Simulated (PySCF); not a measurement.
CI₂, SMILES I[C]I (connectivity only; charge and spin as stated), neutral, multiplicity 1. The structure is a stationary point at B3LYP-D3(BJ)/def2-TZVP. The def2 effective core potentials stand for the cores of I; spin–orbit coupling is left out.

Method: PySCF with B3LYP-D3(BJ)/def2-TZVP.

Harmonic wavenumbers (cm⁻¹): 132, 496, 579. Rotational constants (GHz): 32.13, 0.6493, 0.6364; symmetry number 2.

### Question
Work out the zero-point energy and the ideal-gas rigid-rotor harmonic-oscillator thermochemistry at 298.15 K and 1 atm.

### Answer
ZPE = ½ Σ hcν = ½ × 1207 cm⁻¹ = 1.73 kcal/mol. H − E(el) = 4.77 kcal/mol. Entropy in cal/(mol K): translation 42.63, rotation 26.21, vibration 4.07, total 72.91. G − E(el) = -16.97 kcal/mol. Cp = 12.21 cal/(mol K). Modes under 150 cm⁻¹ make the vibrational entropy uncertain.
